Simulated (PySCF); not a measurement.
Isomers of C5H9F3Si, mass 154.043 u with the commonest isotopes. Method used: PBE0/pcSseg-1 in PySCF (dipole) on a GFN2-xTB geometry, gas phase. One conformer each, none proved a minimum here; rigid rotors.

Question: Order these by out-of-plane moment Σ m c² = (Ia + Ib − Ic)/2, largest first.
A. `[CH2:1]=[CH:2][Si@@H:3]([CH2:4][CH3:5])[C:6]([F:7])([F:8])[F:9]` with C1–C2–Si3–C4 77°, C2–Si3–C4–C5 50°
B. `[F:1][C:2]([F:3])([F:4])[C@@H:5]1[CH2:6][CH2:7][CH2:8][SiH2:9]1` with C2–C5–C6–C7 -161°, C5–C6–C7–C8 51°, C6–C7–C8–Si9 -38°, C7–C8–Si9–C5 13°
C. `[CH3:1][C@@H:2]1[SiH2:3][CH2:4][C@H:5]1[C:6]([F:7])([F:8])[F:9]` with C1–C2–Si3–C4 -128°, C2–Si3–C4–C5 9°, Si3–C4–C5–C6 -132°, C1–C2–C5–C4 135°

Answer: A (83.87 u·Å²), C (61.70 u·Å²), B (56.31 u·Å²).

Question: Order these by rotational constant C, smallest first.
A. `[CH2:1]=[CH:2][Si@@H:3]([CH2:4][CH3:5])[C:6]([F:7])([F:8])[F:9]` with C1–C2–Si3–C4 77°, C2–Si3–C4–C5 50°
B. `[CH3:1][C@@H:2]1[SiH2:3][CH2:4][C@H:5]1[C:6]([F:7])([F:8])[F:9]` with C1–C2–Si3–C4 -128°, C2–Si3–C4–C5 9°, Si3–C4–C5–C6 -132°, C1–C2–C5–C4 135°
C. `[CH2:1]=[CH:2][C@@H:3]([CH2:4][SiH3:5])[C:6]([F:7])([F:8])[F:9]` with C1–C2–C3–C4 118°, C2–C3–C4–Si5 -177°

Answer: C (787.2 MHz), A (805.7 MHz), B (824.1 MHz).

Question: Order these by radius of gyration √(Σ m r²/M), largest first.
A. `[CH3:1][C@@H:2]1[SiH2:3][CH2:4][C@H:5]1[C:6]([F:7])([F:8])[F:9]` with C1–C2–Si3–C4 -128°, C2–Si3–C4–C5 9°, Si3–C4–C5–C6 -132°, C1–C2–C5–C4 135°
B. `[F:1][C:2]([F:3])([F:4])[C@@H:5]1[CH2:6][CH2:7][CH2:8][SiH2:9]1` with C2–C5–C6–C7 -161°, C5–C6–C7–C8 51°, C6–C7–C8–Si9 -38°, C7–C8–Si9–C5 13°
C. `[CH2:1]=[CH:2][Si@@H:3]([CH2:4][CH3:5])[C:6]([F:7])([F:8])[F:9]` with C1–C2–Si3–C4 77°, C2–Si3–C4–C5 50°

Answer: C (2.149 Å), A (2.093 Å), B (2.067 Å).

```tsv
SMILES	point group	Ia (u·Å²)	Ib (u·Å²)	Ic (u·Å²)	κ	μa (D)	μb (D)	μc (D)
C[C@@H]1[SiH2]C[C@H]1C(F)(F)F	C1	234.60	502.09	613.28	-0.73	2.46	0.01	0.58
FC(F)(F)[C@@H]1CCC[SiH2]1	C1	212.30	501.87	601.55	-0.78	2.87	0.45	0.56
C=C[Si@@H](CC)C(F)(F)F	C1	318.37	476.60	627.23	-0.35	3.13	0.51	0.54
C=C[C@@H](C[SiH3])C(F)(F)F	C1	299.21	466.44	642.01	-0.34	0.18	2.27	0.04
```
